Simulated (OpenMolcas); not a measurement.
## C: effect of the active space

| Property | Result |
| --- | --- |
| Program | OpenMolcas |
| Method | CASSCF or its RAS form |
| Basis | ANO-RCC-VTZP |
| Scalar Hamiltonian | DKH2, point nucleus |
| Spin-orbit coupling | RASSI with atomic mean-field integrals over the reference wave functions, term energies averaged over their components |

A. 2 electrons in 3 orbitals (2p); 2S+1 = 3 even, 3 roots; 2S+1 = 1 even, 6 roots; cost roughly 2.5 core-seconds
B. 4 electrons in 4 orbitals (2s 2p); 2S+1 = 3 even, 3 roots; 2S+1 = 1 even, 6 roots; 2S+1 = 5 odd, 1 root; 2S+1 = 3 odd, 8 roots; cost roughly 12 core-seconds
C. 4 electrons in 8 orbitals (2s 2p 3s 3p); 2S+1 = 3 even, 3 roots; 2S+1 = 1 even, 6 roots; 2S+1 = 5 odd, 1 root; 2S+1 = 3 odd, 8 roots; 2S+1 = 1 odd, 3 roots; cost of the order of 17 core-seconds
D. 4 electrons in 9 orbitals (RAS2 2s 2p; RAS3 3d, at most 2 electrons); 2S+1 = 3 even, 3 roots; 2S+1 = 1 even, 6 roots; 2S+1 = 5 odd, 1 root; 2S+1 = 3 odd, 8 roots; cost of the order of 24 core-seconds

Energies in eV above 2s2 2p2 3P0, the measured ground level; measured values from NIST Handbook of Basic Atomic Spectroscopic Data.

| Level | A | B | C | D | Measured |
| --- | --- | --- | --- | --- | --- |
| 2s2 2p2 3P0 | 0.0000 | 0.0000 | 0.0000 | 0.0000 | 0.0000 |
| 2s2 2p2 3P1 | 0.0020 | 0.0019 | 0.0019 | 0.0019 | 0.0020 |
| 2s2 2p2 3P2 | 0.0059 | 0.0056 | 0.0056 | 0.0056 | 0.0054 |
| 2s2 2p2 1D2 | 1.5697 | 1.5824 | 1.4950 | 1.5716 | 1.2637 |
| 2s2 2p2 1S0 | 3.8568 | 2.6293 | 2.3613 | 3.2750 | 2.6840 |

Deviations, from unrounded energies. A percentage is the sum of absolute deviations over the sum of measured energies, with the sign that they share, or ± where signs differ.

| Against measurement | Levels | A | B | C | D |
| --- | --- | --- | --- | --- | --- |
| mean absolute deviation (cm-1) | 4 | 3000 | 750 | 1100 | 1800 |
| fine structure of the ground term (%) | 2 | ±7.4 | ±5.3 | ±4.6 | ±4.9 |
| other terms of the ground configuration (%) | 2 | +37.5 | ±9.5 | ±14.0 | +22.8 |

B lies closest to measurement on these levels and A furthest from it. The largest miss of B in the table is 2s2 2p2 1D2, by +2600 cm-1. The ranking rests on the paired levels alone, and a cruder setting can come out closer through cancelling errors.

Among A to D the level of the table that moves most is 2s2 2p2 1S0, by 12000 cm-1 (lowest in C, highest in A).

Without dynamic correlation excited terms often stand tens of per cent too high (terms of higher spin than the ground term too low), and those without a measured partner can miss by more than the paired ones. With the s shell closed, the reference lacks s² → p² mixing (holds for A). The run also gave levels led by 2s2 2p 3s, which use shells meant for correlation; these and all levels above them are left out (holds for C). Active for correlation alone: 3d; no level in the range computed is led by a configuration that fills it, so any true level of that kind is missing (holds for D). Computed and measured levels are paired by configuration, term and J; levels that our copy of the source lacks, or whose pairing is in doubt (as where it misses far off the trend of its configuration), stay unpaired and out of the deviations. Only configurations of the active space appear. The table leaves out levels that lie high or whose names do not pair safely across all columns.
